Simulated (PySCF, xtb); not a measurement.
C2H10ClNSi2, SMILES CN[Si@@H](Cl)C[SiH3].

xtb with GFN2-xTB at its own geometry gives an orbital gap of 5.26 eV and a dipole moment of 2.21 D.

The structure is a stationary point at PBE-D3(BJ)/def2-SVP. The structure was generated by enumeration; whether it is a known compound was not checked. One conformer was computed; it need not be the lowest.

Question: What does PBE/def2-TZVP in PySCF give? (Estimate from the structure and the level; the computed values follow.)

Answer: gap 5.51 eV (levels -5.86 and -0.35 eV), dipole 1.47 D.
